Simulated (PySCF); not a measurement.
# Diatomics of S with the second period

PBE with triple-zeta basis sets in PySCF, for the lowest determinant that a PBE0 search found; no spin–orbit coupling. De refers to high-spin ground-configuration atoms. A positive dipole means M(−)S(+).

```csv
M,basis,state (unpaired electrons),Re (Å),ωe (cm⁻¹),De (eV),μ (D)
Li,x2c-TZVPPall,doublet (π ↑),2.153,576,3.15,-6.63
Be,x2c-TZVPPall,singlet (closed shell),1.758,976,3.68,-4.77
B,x2c-TZVPPall,doublet (σ ↑),1.621,1160,6.26,-0.64
C,x2c-TZVPPall,singlet (closed shell),1.546,1262,7.80,1.94
N,x2c-TZVPPall,doublet (π ↑),1.507,1210,5.56,1.81
O,x2c-TZVPPall,triplet (π ↑↑),1.506,1106,6.08,1.50
F,x2c-TZVPPall,doublet (π ↑),1.624,803,4.10,0.77
```

Q: By what factor does the harmonic wavenumber vary along the series?

A: At PBE it runs from 576 cm⁻¹ (LiS) to 1262 cm⁻¹ (CS), a factor of 2.19.

The state changes along the series, so neighbouring rows are not always alike in their bonding.

States were picked by a PBE0 search and need not be the measured ground states.
